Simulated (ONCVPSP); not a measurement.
# silicon: one change to an ONCV potential, before and after

```
Element                 : Si (Z = 14)
Generator               : ONCVPSP 4.0.1
Type                    : optimised norm-conserving Vanderbilt (ONCV)
Functional              : PBE
Relativity              : scalar-relativistic
Frozen core             : [Ne]
Valence charge          : 4
Reference configuration : 3s2 3p1 (charge +1)
Partial waves           : 3s: rc 1.65 bohr, ncon 4, nbas 8, qcut 4.5 1/bohr, 3 projectors, debl 2.5 Ha; 3p: rc 1.70 bohr, ncon 4, nbas 9, qcut 4 1/bohr, 2 projectors, debl 2.8 Ha; d scattering state at 0.03 Ha: rc 1.60 bohr, ncon 5, nbas 8, qcut 7.1 1/bohr, 1 projector
Local potential         : polynomial inside 1.10 bohr (lpopt 5, dvloc0 0 Ha)
Core correction         : Teter function, parameters optimised by the program
```

All-electron outer shells of the reference configuration (PBE, scalar-relativistic, ld1.x):

```tsv
shell	level (eV)	outermost node (bohr)	outermost maximum (bohr)
2s	-149.00	0.15	0.45
2p	-105.08	–	0.39
3s	-19.03	0.72	1.75
3p	-11.66	0.71	2.04
```

Change: p: debl 0.2. In the p channel the program set the typed energies aside and used -0.428, 0.250 Ha.

Cutoffs: the cutoffs (Ha) at which the residual kinetic energy of the hardest occupied pseudo-wave falls to 1 and 0.1 mHa per electron; they do not see the model core or the augmentation charge, which bear on the density cutoff. Errors are all-electron minus pseudo energies relative to the spin-unpolarised reference configuration.

Question: Predict the effect on cutoff, ghosts and configuration errors.

Answer: The potential gets neither clearly harder nor softer (8.1 Ha and 11 Ha → 8.1 Ha and 11 Ha); of the 4 tests that both files solve, the error grows in 0 and shrinks in 1 by more than 15 % and 0.3 meV (median size 2.3 → 2.3 meV); the range in which the p phases agree narrows (upper end 4.2 → 2.9); neither file shows a bound ghost.

```tsv
quantity	base	changed
cutoff, loose	8.1 Ha	8.1 Ha
cutoff, tight	11 Ha	11 Ha
bound ghosts	none	none
GHOST(+) flags under 300 eV	s at 182.6 eV	s at 182.6 eV
error for 3s2 3p2, meV [ΔE -7.74 eV]	+1.6	+1.5
error for 3s2 3p0, meV [ΔE 15.99 eV]	+3.0	+3.1
error for 3s1 3p0, meV [ΔE 49.96 eV]	+36	+37
error for 3s1 3p3, meV [ΔE -0.93 eV]	+1.0	+0.7
s: phases at 1.67 bohr within 0.05 rad from the reference energy up to (Ha; the scan ends near 5)	to the end of the scan	to the end of the scan
p: phases at 1.73 bohr within 0.05 rad from the reference energy up to (Ha; the scan ends near 5)	4.2	2.9
d: phases at 1.63 bohr within 0.05 rad from the reference energy up to (Ha; the scan ends near 5)	4.0	4.0
rms error of d²Exc/dni dnj with the model core, mHa	0.02	0.02
```
